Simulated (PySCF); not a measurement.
**Correlation energy of Rb (rubidium, neutral)**

[Kr] 5s1, 2S determinant. All numbers are calculated (PySCF 2.14, a scalar-relativistic core potential, in def2-TZVPPD with the def2 core potential (28 electrons) (6s4p3d1f, 40 functions)). Frozen: nothing; 9 electrons correlated.

```csv
level,correlation energy (mhartree)
CCSD,-105.87
(T),-1.95
CCSD(T),-107.82
```

Diagnostics: T1 = 0.016, D1 = 0.0629, largest double amplitude 0.029.

Cost of the coupled-cluster step: of the order of 1.7 core-seconds, for 9 correlated electrons.

The basis has no tight functions for the innermost shells, so their pair energies are far from complete.

This basis was not built for core-valence correlation, so the inner-shell part is incomplete.
